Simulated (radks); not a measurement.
The numbers below are computed, except where a source is named.
Problem. The platinum ion Pt72+, configuration [He] 2s2 2p2 (the NIST ground configuration). Level of theory: Dirac Kohn-Sham, relativistic LDA (MacDonald-Vosko exchange, VWN5 correlation), spin-unpolarised, spherical densities, finite nucleus; open shells fill j = l - 1/2 first; Fermi nuclear charge, rms radius 5.427 fm (a radial shooting solver on a logarithmic mesh with Libxc functionals). Some entries of the table are withheld. Estimate them.

orbital  occ.  eigenvalue (hartree)  <1/r> (bohr^-1)
1s1/2       2             -3160.867            93.59
2s1/2       2             -770.0272              (1)
2p1/2       2                   (2)              (3)
2p3/2       0                   (4)              (5)

Solution. 
(1) 2s1/2 <1/r> (bohr^-1): 23.83
(2) 2p1/2 eigenvalue (hartree): -759.0229
(3) 2p1/2 <1/r> (bohr^-1): 23.70
(4) 2p3/2 eigenvalue (hartree): -690.6578
(5) 2p3/2 <1/r> (bohr^-1): 19.53
